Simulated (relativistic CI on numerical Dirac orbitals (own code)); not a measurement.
## Level scheme of Er2+

Computed by Dirac-Coulomb-Breit CI, KLI orbitals optimised for each configuration, model QED (radiative potential, 1s self-energy scaled to tabulated hydrogen-like ionisation energies), valence Slater integrals scaled by 0.7 (own radial code, finite nucleus).

Configurations in the expansion (outside the closed core [Xe]): 4f¹².

The lowest level is 4f¹² ³H6, with 99 % of that term; Hund's rules for 4f¹² give ³H with J = 6, in agreement.

```tsv
No.	Configuration	Term	J	E (eV)	%	Lifetime (s)	jj configuration (%)
1	4f¹²	³H	6	0.0000	99		4f7/2^6 (92)
2	4f¹²	³F	4	0.5230	56	8.00e+04	4f7/2^6 (99)
3	4f¹²	³H	5	0.8493	100	1.18e-01	4f5/2^5 4f7/2^7 (100)
4	4f¹²	³H	4	1.2705	52	3.00e-01	4f5/2^5 4f7/2^7 (87)
5	4f¹²	³F	3	1.4853	100	1.45e-01	4f5/2^5 4f7/2^7 (100)
6	4f¹²	³F	2	1.5287	75	6.38e+02	4f7/2^6 (54)
7	4f¹²	¹G	4	2.0893	50	6.06e-02	4f5/2^4 4f7/2^8 (87)
8	4f¹²	¹D	2	2.8483	43	6.16e-02	4f7/2^6 (45)
9	4f¹²	¹I	6	3.3737	99	1.26e-01	4f5/2^5 4f7/2^7 (92)
10	4f¹²	³P	0	3.6492	93	1.11e+01	4f7/2^6 (70)
11	4f¹²	³P	1	3.7820	100	1.58e-01	4f5/2^5 4f7/2^7 (100)
12	4f¹²	³P	2	3.9240	62	5.54e-02	4f5/2^4 4f7/2^8 (53)
13	4f¹²	¹S	0	7.4473	93	9.41e-03	4f5/2^4 4f7/2^8 (70)
```

Energies count from the lowest computed level; lifetimes are radiative, by E1, M1, E2, M2 decay to levels of this space only. Filled j subshells are mostly left out of the jj labels.

The mean weight of the leading LS term, summed over parents, in these 13 levels is 79 %, and that of the leading jj configuration (from the same eigenvectors) 81 %.

One configuration and one scale for all Slater integrals: terms of lower spin can come out thousands of cm⁻¹ low, and their order can be wrong. 4 of the 25 excited levels that our extract of the measured tables holds in this range could be paired (the sources list more); they are missed by 592 cm⁻¹ on average and 890 at most, and levels without a partner can miss by more. Some levels of the ground configuration have no partner and can miss by 10 % or more.

LS names give the leading component of a level, which can be under half, so a name can repeat, a term be missing and a line seem to break the LS rules.
